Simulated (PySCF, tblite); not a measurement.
Isomers of C6H8NO (doublet state). Computed with GFN2-xTB (tblite): harmonic, unscaled wavenumbers at the GFN2-xTB geometry, gas phase. Against measured fundamentals such values can be off by several per cent, at times by over 20. One conformer each. Open shells enter through the occupations alone, without spin polarisation, and single modes of such species can be off by tens of per cent.

Electronic energies: B3LYP/pcH-1 single points on the GFN2-xTB geometries (PySCF, gas phase).

| SMILES | electronic energy, lowest = 0 (kcal/mol) |
| --- | --- |
| C/N=C\C1=C[CH]CO1 | 26.3 |
| CC(=O)[C]1C=CNC1 | 0.0 |
| O=[C]N[C@@H]1CC12CC2 | 50.5 |

Q: How do GFN2-xTB zero-point energies change the relative energies?

A: 
| SMILES | ZPE (kcal/mol) | of it from modes above 1550 cm⁻¹ | electronic (kcal/mol) | with ZPE, lowest = 0 (kcal/mol) | lowest mode (cm⁻¹) | rings |
| --- | --- | --- | --- | --- | --- | --- |
| CC(=O)[C]1C=CNC1 | 79.0 | 37.6 | 0.0 | 0.0 | 90 | 1 |
| C/N=C\C1=C[CH]CO1 | 78.7 | 36.5 | 26.3 | 26.0 | 59 | 1 |
| O=[C]N[C@@H]1CC12CC2 | 79.7 | 40.7 | 50.5 | 51.2 | 34 | 2 |

The zero-point energies span 1.0 kcal/mol, from `C/N=C\C1=C[CH]CO1` to `O=[C]N[C@@H]1CC12CC2`. The order is unchanged.

Q: And how do the electronic energies of GFN2-xTB itself compare?

A: `CC(=O)[C]1C=CNC1` 0.0; `C/N=C\C1=C[CH]CO1` 14.9; `O=[C]N[C@@H]1CC12CC2` 44.6 kcal/mol, lowest = 0. Against the energies above, taken from the same isomer `CC(=O)[C]1C=CNC1`, the largest difference is 11.4 kcal/mol.

Q: What do entropy and thermal enthalpy add at 298.15 K and 1 bar (rigid rotor, harmonic oscillator, one conformer each)?

A: 
```json
{"SMILES": "CC(=O)[C]1C=CNC1", "point group": "Cs", "symmetry number": "1", "S (cal/(mol K))": "90.8", "H − H(0) (kcal/mol)": "5.86", "ZPE + H − H(0) − TS (kcal/mol)": "57.8"}
{"SMILES": "C/N=C\\C1=C[CH]CO1", "point group": "Cs", "symmetry number": "1", "S (cal/(mol K))": "89.7", "H − H(0) (kcal/mol)": "5.61", "ZPE + H − H(0) − TS (kcal/mol)": "57.5"}
{"SMILES": "O=[C]N[C@@H]1CC12CC2", "point group": "C1", "symmetry number": "1", "S (cal/(mol K))": "90.2", "H − H(0) (kcal/mol)": "5.62", "ZPE + H − H(0) − TS (kcal/mol)": "58.4"}
```

S holds R ln(2S + 1) for the spin.
